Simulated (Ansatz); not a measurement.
A search over several starts for the lowest SCF solution of the cluster Ti2O4⁻ at the given spin, in a small basis.

```yaml
crystal:
  periodic: [false, false, false]
  atoms:
    - {symbol: Ti, position_ang: [0.100297, 1.044465, 0.912873]}
    - {symbol: Ti, position_ang: [0.598082, -1.086395, -0.628880]}
    - {symbol: O, position_ang: [-1.081649, 2.158319, 1.298146]}
    - {symbol: O, position_ang: [0.666476, 0.768976, -0.847305]}
    - {symbol: O, position_ang: [-0.088589, -2.088125, -1.774010]}
    - {symbol: O, position_ang: [-0.194627, -0.797239, 1.039175]}
basis:
  gaussian: {orbitals: def2-SVP, initial_orbitals: start.molden}
total_charge: -1
magnetization: {spin_polarized: true, initial_magnetization: 1}
hamiltonian: {xc: pbe, dispersion: d4}
output: {orbitals: {seedname: orbitals}}
```

The file start.molden holds the orbitals of an earlier run on this structure, at another level or in another basis.

```sh
$ ansatz run in.yaml --threads 4 --pin off --events-out ev --progress --plain --max-ram 4787MiB
```

Output, abridged:

```
Functional definition: PBE
1332 factors; their error is unknown
mean field evaluation 1: about -54334.6225 eV, gradient 1.3e2 eV
mean field evaluation 2: about -54358.0247 eV, gradient 3.0e1 eV
mean field evaluation 4: about -54387.9480 eV, gradient 1.8e1 eV
mean field evaluation 8: about -54395.1526 eV, gradient 1.6e-2 eV
mean field evaluation 16: about -54386.4553 eV, gradient 4.7e1 eV
mean field evaluation 32: about -54395.1205 eV, gradient 1.1e-3 eV
mean field -54395.12052379 eV, -1998.9838089125 hartree, gradient 1.3e-5 eV, S^2 0.753037; 5 other end points of the search recorded, 0 dependent functions left out
reference -54395.12058187 eV, -1998.9838110469 hartree; 39, 38 occupied and 79, 80 virtual orbitals, 1332 factors
Total energy: -54395.34208312 eV, -1998.9919510676 hartree
```

Hardware: 4 threads of Arm Neoverse V1 on a shared host. Wall time 9.5 s.

The highest occupied level of the charge -1 doublet lies above zero (up to 0.75 eV). The electron is either unbound and held by the finite basis, or the level is raised by self-interaction error. The structure comes from a short search, and lower isomers may exist.
